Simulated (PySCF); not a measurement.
Exact mass, isotope pattern and composition

Species: `O=CC1=CC=CB1`.

Calculated for natural abundance.

(1) What are the average molar mass and the monoisotopic mass?

(2) Work out the cluster of the molecular ion M+•, one line a nominal mass.

(3) Elemental analysis, calculated?

(4) Which singly substituted isotopologues are there?

(5) What share of all molecules is the monoisotopic species?

(6) What resolving power m/Δm just matches the spacing of the species with one 13C and with one 2H?

(7) Which m/z would the protonated, sodiated and deprotonated molecule have?

Answers

(1) For C5H5BO, with standard atomic weights, 1 × 15.999 + 5 × 12.011 + 1 × 10.810 + 5 × 1.008 = 91.904 g/mol. From the most abundant isotopes (16O, 12C, 11B, 1H), 1 × 15.994915 + 5 × 12.000000 + 1 × 11.009305 + 5 × 1.007825 = 92.0433 u.

(2) 
```json
{"nominal mass": "91", "m/z (centroid)": "91.0464", "relative intensity": "24.5"}
{"nominal mass": "92", "m/z (centroid)": "92.0429", "relative intensity": "100.0"}
{"nominal mass": "93", "m/z (centroid)": "93.0463", "relative intensity": "5.5"}
{"nominal mass": "94", "m/z (centroid)": "94.0481", "relative intensity": "0.3"}
```

Cut off at 0.1 %. One electron mass, 0.00055 u, is taken off. Abundances used (%; other tables differ somewhat): 16O 99.757, 17O 0.038, 18O 0.205; 12C 98.93, 13C 1.07; 10B 19.9, 11B 80.1; 1H 99.9885, 2H 0.0115.

(3) O 17.41 %, C 65.35 %, B 11.76 %, H 5.48 %.

(4) Intensity in % of the monoisotopic species:

```csv
isotope,mass shift (u),m/z,intensity (%)
10B,-0.99637,91.0464,24.84
13C,+1.00335,93.0462,5.41
17O,+1.00422,93.0470,0.04
2H,+1.00628,93.0491,0.06
18O,+2.00425,94.0470,0.21
```

Species under 0.02 % are left out.

(5) 0.99757 × 0.9893^5 × 0.801 × 0.999885^5 = 75.68 %.

(6) They lie 0.00292 u apart at mass 93.05, so m/Δm is about 32000.

(7) [M+H]+ 93.0506, [M+Na]+ 115.0326, [M−H]− 91.0361, for the monoisotopic species (arithmetic only; whether such ions form is another matter).
